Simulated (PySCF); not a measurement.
**Electron correlation in Br²⁺ (bromine, charge +2)**

[Ar] 3d10 4s1 4p4, high-spin 4P determinant (an excited configuration). All numbers are calculated (PySCF 2.14, the spin-free X2C one-electron Hamiltonian (Gaussian nucleus), in x2c-QZVPPall). Frozen: [Ar] 3d10; 5 electrons correlated.

```csv
level,correlation energy (mhartree)
CCSD,-116.80
(T),-6.68
CCSD(T),-123.48
```

Diagnostics: T1 = 0.012, D1 = 0.0288, largest double amplitude 0.201.

A double-excitation amplitude exceeds 0.15, a sign of near-degeneracy.

Cost of the coupled-cluster step: roughly 40 core-seconds, for 5 correlated electrons.

Iterations:

```
CC2 = 0
CCSD nocc = (np.int64(4), np.int64(1)), nmo = (83, 83)
frozen orbitals [[0, 1, 2, 3, 4, 5, 6, 7, 8, 9, 10, 11, 12, 13], [0, 1, 2, 3, 4, 5, 6, 7, 8, 9, 10, 11, 12, 13]]
max_cycle = 100
direct = 0
conv_tol = 1e-08
conv_tol_normt = 1e-06
diis_space = 8
diis_start_cycle = 0
Init t2, MP2 energy = -0.0867310678925057
Init E_corr(UCCSD) = -0.0867310678927314
cycle = 1  E_corr(UCCSD) = -0.102261401428292  dE = -0.0155303335  norm(t1,t2) = 0.0729792
cycle = 2  E_corr(UCCSD) = -0.10818590160168  dE = -0.00592450017  norm(t1,t2) = 0.0445603
cycle = 3  E_corr(UCCSD) = -0.11701999374195  dE = -0.00883409214  norm(t1,t2) = 0.0293507
cycle = 4  E_corr(UCCSD) = -0.116587056315174  dE = 0.000432937427  norm(t1,t2) = 0.00310725
cycle = 5  E_corr(UCCSD) = -0.116947732303506  dE = -0.000360675988  norm(t1,t2) = 0.00119013
cycle = 6  E_corr(UCCSD) = -0.116754440659324  dE = 0.000193291644  norm(t1,t2) = 0.000700986
cycle = 7  E_corr(UCCSD) = -0.116783552129363  dE = -2.911147e-05  norm(t1,t2) = 0.000293361
cycle = 8  E_corr(UCCSD) = -0.116801937929723  dE = -1.83858004e-05  norm(t1,t2) = 8.88252e-05
cycle = 9  E_corr(UCCSD) = -0.116797530968993  dE = 4.40696073e-06  norm(t1,t2) = 3.65761e-05
cycle = 10  E_corr(UCCSD) = -0.116797011247  dE = 5.19721994e-07  norm(t1,t2) = 5.51201e-05
cycle = 11  E_corr(UCCSD) = -0.116796912824344  dE = 9.84226562e-08  norm(t1,t2) = 9.77605e-06
cycle = 12  E_corr(UCCSD) = -0.116797063031111  dE = -1.50206767e-07  norm(t1,t2) = 3.9274e-06
cycle = 13  E_corr(UCCSD) = -0.116796992701671  dE = 7.032944e-08  norm(t1,t2) = 9.82511e-07
cycle = 14  E_corr(UCCSD) = -0.116797000765554  dE = -8.06388344e-09  norm(t1,t2) = 1.14082e-07
UCCSD converged
E(UCCSD) = -2602.998480215446  E_corr = -0.1167970007655541
UCCSD(T) correction = -0.00668377772983871
```
